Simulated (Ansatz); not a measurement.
Job for Ansatz (a quantum-chemistry and plane-wave program): R-r2SCAN/def2-TZVPP on H3NPbS (SMILES [NH2][Pb][SH]), a point of a torsion scan. Elements past Kr take the def2 small-core potentials; no spin–orbit coupling.

Ansatz 0.2 input:
```yaml
crystal:
  periodic: [false, false, false]
  atoms:
    - {symbol: N, position_ang: [-1.23756753, 0.12657454, 0.08314298]}
    - {symbol: Pb, position_ang: [-0.06730129, -1.52319661, 0.73343193]}
    - {symbol: S, position_ang: [2.12036957, -0.68373353, -0.29857529]}
    - {symbol: H, position_ang: [-2.22413538, 0.25615019, 0.24152132]}
    - {symbol: H, position_ang: [-0.91799430, 0.92328176, -0.44353640]}
    - {symbol: H, position_ang: [1.71317763, -0.63628602, -1.55464815]}
basis:
  gaussian:
    orbitals: def2-TZVPP
hamiltonian:
  xc: {name: r2SCAN}
scf: {lower_state_search: off}
```

Program output:

```
WARN ansatz: RAYON_NUM_THREADS=1 ignored (pool sized by the plan → 1); use --threads N
Functional definition: r2SCAN
these checks for a lower state are left out or cut short: stability, starts, cluster_reference, orbital_swaps, neighbouring_geometries, increment
integrals: 0.08 GiB planned
998 factors; their error is unknown
mean field: 0.55 GiB planned
mean field evaluation 1: about -17613.8313 eV, gradient 7.6e1 eV
mean field evaluation 2: about -17538.7522 eV, gradient 1.6e2 eV
mean field evaluation 4: about -17625.1702 eV, gradient 1.7e1 eV
mean field evaluation 8: about -17625.8079 eV, gradient 1.2e-1 eV
mean field evaluation 16: about -17625.7985 eV, gradient 6.4e-4 eV
mean field -17625.79846450 eV, -647.7361463750 hartree, gradient 4.6e-6 eV, S^2 0.000000; 0 other end points of the search recorded, 0 dependent functions left out
reference -17625.79847699 eV, -647.7361468341 hartree; 24, 24 occupied and 141, 141 virtual orbitals, 998 factors
Total energy: -17625.79847699 eV, -647.7361468341 hartree
Checks for a lower state left out: stability, starts, cluster_reference, orbital_swaps, neighbouring_geometries, increment
```

The run converged.

Cost: around 2.5 core-seconds (rough).
